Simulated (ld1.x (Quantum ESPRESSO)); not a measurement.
# Ranking TM semilocal potentials for silicon

All share these settings but for the change named:

silicon, norm-conserving Troullier–Martins (semilocal form), made with ld1.x (Quantum ESPRESSO) 7.5 (LDA (PZ), scalar-relativistic). Core [Ne], reference 3s2 3p2. Waves: 3p (bound): rc 1.40 bohr; 3s (bound): rc 1.65 bohr. Local part: the s channel. Core correction: a·sin(br)/r model core, default radius (core density twice the valence density).

Test errors are all-electron minus pseudo excitation energies from the reference, over 3s2 3p1; 3s2 3p0; 3s1 3p0; 3s2 3p1.5; 3s0 3p4; 3s1 3p2; 3s1 3p3. None of these files shows a bound ghost.

The base gives 39.4 meV.

Of 6 variants that were run, those that failed, showed a ghost or another fault, or gave nearly equal values are left out.

A variant can come out equal or close to the base, since the largest error may sit in a test that the change hardly touches while other tests move.

Question: Rank these variants by their largest absolute test error, smallest first.
A. non-relativistic
B. wave 3s (bound): rc 1.65 bohr becomes 3s (bound): rc 1.14 bohr
C. all radii but the core radius scaled by about 1.36 (s 2.24, p 1.90 bohr)
D. core correction none

Answer: A (41.0 meV), C (73.7 meV), B (93.2 meV), D (215.3 meV).
